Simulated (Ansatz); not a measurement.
Ansatz (a program for electronic structure) input:

Ansatz 0.2 input:
```yaml
crystal:
  periodic: [false, false, false]
  atoms:
    - {symbol: C, position_ang: [1.62575650, -1.20756751, -0.60807486]}
    - {symbol: Ge, position_ang: [-0.00624240, -0.28282447, -0.08997148]}
    - {symbol: C, position_ang: [-1.68045541, -1.27067718, -0.18029874]}
    - {symbol: Cl, position_ang: [0.24472866, 0.42322641, 1.95390634]}
    - {symbol: Cl, position_ang: [-0.20264837, 1.48330629, -1.34740447]}
    - {symbol: H, position_ang: [1.77467286, -2.07247314, 0.03755691]}
    - {symbol: H, position_ang: [2.46968272, -0.52865042, -0.50443326]}
    - {symbol: H, position_ang: [1.54664476, -1.53215036, -1.64512140]}
    - {symbol: H, position_ang: [-2.49511078, -0.62341945, 0.13793940]}
    - {symbol: H, position_ang: [-1.85566621, -1.59709439, -1.20491144]}
    - {symbol: H, position_ang: [-1.62763811, -2.13741717, 0.47776687]}
basis:
  gaussian:
    orbitals: 6-31G*
hamiltonian:
  xc: {name: PBE0}
```

Problem. Predict the final energy.

Solution. -3076.36265 Eh (PBE0/6-31G*).
